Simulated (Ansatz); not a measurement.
The cluster Zr₃O₄⁺, relaxed as a doublet with UKS PBE0-D4/def2-SVP in Ansatz, starting from the GFN2-xTB geometry. Force threshold 0.02 eV/Å.

In the def2 sets Zr takes a core potential; there is no spin–orbit coupling. The structure holds 1 bond(s) between oxygen atoms. The relaxation made no stability test and no search for a lower SCF solution. No other spin state of charge 1 was run. Another isomer (doublet) lies 6.27 eV lower at PBE0-D4/def2-TZVP; other spin states weren't run for this one.

Start:

```xyz
7

Zr    0.406    2.173    0.401
Zr   -0.060   -0.452    2.423
Zr   -0.470   -0.863   -0.858
O    -1.640    0.342   -0.096
O     1.307   -0.075   -0.889
O     0.020   -1.660    0.929
O     0.438    0.533   -1.910
```

Problem. Estimate the energy that the relaxation releases and the steps that it takes.

Solution. 340.5 kJ/mol, in 15 steps; 2 min on 4 threads of Arm Neoverse V1 on a shared host. No frequencies were taken in this run, so the end may be a saddle point.

Problem. Does the start keep its bonding?

Solution. Bonds formed: Zr2–O4 (atoms count from 1).

Problem. Predict the relaxed structure.

Solution. 
Cartesian coordinates in Å:
```
Zr 0.472 1.493 0.159
Zr -0.560 -0.238 2.102
Zr -0.244 -0.890 -0.689
O -1.450 0.397 0.415
O 1.510 0.215 -1.217
O -0.055 -1.756 1.085
O 0.328 0.780 -1.856
```
Bond lengths (bridged metal pairs left out): 9 × O–Zr 1.90 to 2.23 Å; 1 × O–O 1.46 Å.
